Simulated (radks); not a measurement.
Task: Ca III, configuration [Ar]. Method: non-relativistic Kohn-Sham, exchange-only PBE, spin-polarised, spherical densities, point nucleus; computed with a radial shooting solver on a logarithmic mesh with Libxc functionals. Some entries of the table are withheld. Estimate them.

| orbital | occ. | eigenvalue (hartree) | r(max) (bohr) | <1/r> (bohr^-1) |
|---|---|---|---|---|
| 1s | 2 | -144.9052 | (1) | 19.54 |
| 2s | 2 | -15.60837 | (2) | 4.005 |
| 2p | 6 | -12.81189 | 0.2474 | 3.935 |
| 3s | 2 | (3) | (4) | 1.204 |
| 3p | 6 | (5) | 1.047 | 1.081 |

Result: 
(1) 1s r(max) (bohr): 0.05081
(2) 2s r(max) (bohr): 0.3022
(3) 3s eigenvalue (hartree): -2.22263
(4) 3s r(max) (bohr): 0.9977
(5) 3p eigenvalue (hartree): -1.53726
